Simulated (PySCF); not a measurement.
# Relaxation of singlet MnO₃⁺

All numbers come from PBE0/[Mn def2-TZVP, O def2-TZVP], no relativity, density fitting, PySCF. A (50,194) grid was used.

A start displaced from a saddle point along its imaginary mode, of C3v symmetry, held to at least that symmetry:

```xyz
4
charge 1 multiplicity 1, angstrom
Mn    0.0000   -0.1048    0.0000
O     0.0004    0.1200    1.5267
O     1.3219    0.1200   -0.7637
O    -1.3223    0.1200   -0.7630
```

**Question.** What forces act on the atoms at the start (eV/Å)?

**Answer.** 
| atom | Fx | Fy | Fz |
| --- | --- | --- | --- |
| Mn1 | 0.00 | -0.51 | 0.00 |
| O2 | 0.00 | 0.17 | -1.01 |
| O3 | -0.89 | 0.17 | 0.50 |
| O4 | 0.89 | 0.17 | 0.50 |

**Question.** What does it relax to?

**Answer.** It ends at C3v with Mn–O 1.528 Å (×3); O–Mn–O 111.7° (×3) (after a last refinement on a finer grid). A frequency run shows a minimum. Other isomers or separated fragments may lie lower.

**Question.** How much energy is released, and in how many steps?

**Answer.** 18.2 kJ/mol in 5 steps.

Stability towards spin polarisation was not tested.
